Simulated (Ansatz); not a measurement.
Process, species as SMILES: O=[SiH] (O-SiH) → O=[SiH-] (an electron is taken up)
B3LYP-D3(BJ)/def2-TZVP geometries, fixed; electronic energies without zero-point terms; positive where energy is released.

Basis-set convergence of the adiabatic electron affinity at HF with Ansatz (an electronic-structure program). Cartesian d functions, on some or all atoms, in 6-311+G**; all else is spherical. A restricted Hartree-Fock determinant is unstable towards unrestricted orbitals. Open shells are unrestricted. No added dispersion term, no relativity. Functions are those of the species that has most. Reference: the value in aug-pcseg-3, 1.070 eV, itself unsure by roughly 0.004 eV (its mean distance from aug-cc-pV(Q+d)Z, def2-QZVPPD). Deviations are taken from unrounded values.

| basis | functions | adiabatic electron affinity (eV) | minus reference (eV) |
|---|---|---|---|
| 3-21G | 24 | 0.703 | -0.367 |
| 6-31G | 24 | 1.206 | 0.136 |
| def2-SVP | 37 | 0.802 | -0.268 |
| cc-pV(D+d)Z | 42 | 0.710 | -0.360 |
| 6-311+G** | 59 | 1.154 | 0.085 |
| def2-TZVPP | 87 | 0.918 | -0.152 |
| def2-TZVPPD | 105 | 1.054 | -0.016 |
| def2-QZVPP | 157 | 1.018 | -0.052 |
| aug-pcseg-3 | 223 | 1.070 | 0.000 |

The smallest set listed that lies within 0.1 eV of the reference with all its larger relatives (same family, alike in diffuse functions; a set with none counts only in the reference's own line) is 6-311+G** (59 functions, 0.085 eV off). Inside, with no larger relative to test it: def2-QZVPP. (Relatives not listed, tested too: 6-311++G(2d,2p) 0.006, 6-311++G(3df,3pd) 0.001, def2-QZVPPD -0.007 eV.)
